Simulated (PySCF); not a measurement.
# Bond curve of GaSn

Set-up: PySCF, scalar-relativistic core potentials, basis sets Ga cc-pVDZ-PP with ECP10, Sn cc-pVDZ-PP with ECP28. Energies in eV from Ga + Sn in their ground configurations at the same level. State: ⁴Σ⁻ (quartet), unpaired electrons σ ↑, π ↑↑.

All columns are revPBE. A positive dipole means Ga(−)Sn(+).

| R (Å) | E (eV) | μ (D) | Mulliken charge on Ga (basis-dependent) | HOMO (eV) | LUMO (eV) | Mayer bond order | ⟨S²⟩ |
| --- | --- | --- | --- | --- | --- | --- | --- |
| 2.308 | -1.404 | -0.13 | -0.06 | -4.36 | -3.51 | 1.76 | 3.75 |
| 2.416 | -1.775 | -0.29 | -0.03 | -4.43 | -3.38 | 1.69 | 3.75 |
| 2.523 | -1.985 | -0.47 | 0.00 | -4.48 | -3.26 | 1.62 | 3.75 |
| 2.603 | -2.068 | -0.62 | 0.02 | -4.50 | -3.18 | 1.57 | 3.75 |
| 2.684 | -2.105 | -0.77 | 0.04 | -4.41 | -3.18 | 1.53 | 3.75 |
| 2.764 | -2.107 | -0.94 | 0.06 | -4.33 | -3.19 | 1.48 | 3.75 |
| 2.872 | -2.070 | -1.16 | 0.08 | -4.24 | -3.19 | 1.43 | 3.75 |
| 3.006 | -1.982 | -1.45 | 0.10 | -4.13 | -3.18 | 1.37 | 3.75 |
| 3.167 | -1.842 | -1.79 | 0.12 | -4.01 | -3.15 | 1.31 | 3.75 |
| 3.382 | -1.628 | -2.22 | 0.14 | -3.88 | -3.10 | 1.25 | 3.75 |

A fit through these points gives, at Re = 2.728 Å, μ = -0.86 D and dμ/dR = -2.05 D/Å; the reduced mass is 43.77 u.

Question: How strong is the fundamental in the double-harmonic approximation, I = 42.26·(dμ/dR)²/μred km/mol?

Answer: I = 42.26·(-2.05)²/43.77 = 4.06 km/mol at revPBE.

These are scalar-relativistic numbers at best; spin–orbit coupling would shift them, the dissociation energy most. The state is the lowest determinant that a PBE0 search found; another state may lie lower at other levels.
